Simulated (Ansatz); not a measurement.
C$_{2}$H$_{9}$NOSiZn, SMILES `C[N](C)[Zn][O][SiH3]`, relaxed with RKS PBE0-D4/def2-TZVP in the Gaussian-basis code of Ansatz from a GFN2-xTB geometry. The force threshold is 0.005 eV/Å; the program also tests the step.

Total charge 0; spin multiplicity 1.

Start:

```xyz
15

C     1.717    0.084    1.201
N     1.277   -0.237   -0.143
C     2.359   -0.068   -1.088
Zn   -0.472    0.310   -0.491
O    -2.119   -0.100   -0.047
Si   -3.723   -0.078   -0.037
H     0.886   -0.010    1.901
H     2.489   -0.637    1.489
H     2.149    1.092    1.283
H     2.775    0.949   -1.092
H     3.164   -0.757   -0.811
H     2.022   -0.318   -2.091
H    -4.191    1.271    0.315
H    -4.105   -1.061    0.980
H    -4.230   -0.440   -1.367
```

By how much does the energy fall, and how many steps does the optimiser take? (An estimate is asked.)

Ansatz gave: 9.84 kcal/mol, in 34 steps, 1 of them rejected.

Which bonds change most? (Best estimate.)

Ansatz gave: N2–Zn4 from 1.865 to 1.796 Å; Si6–H13 from 1.470 to 1.494 Å; Si6–H14 from 1.465 to 1.489 Å; Si6–H15 from 1.469 to 1.491 Å.

Give the relaxed structure. (Best estimate.)

Computed: 
```xyz
15

C     1.995    0.157    1.302
N     1.274   -0.141    0.094
C     2.083    0.017   -1.086
Zn   -0.503   -0.400    0.042
O    -2.224   -0.773    0.010
Si   -3.682   -0.099   -0.207
H     1.371    0.014    2.188
H     2.873   -0.499    1.414
H     2.365    1.195    1.324
H     2.458    1.047   -1.201
H     2.963   -0.643   -1.056
H     1.524   -0.230   -1.992
H    -3.690    1.348    0.164
H    -4.692   -0.796    0.635
H    -4.114   -0.198   -1.631
```
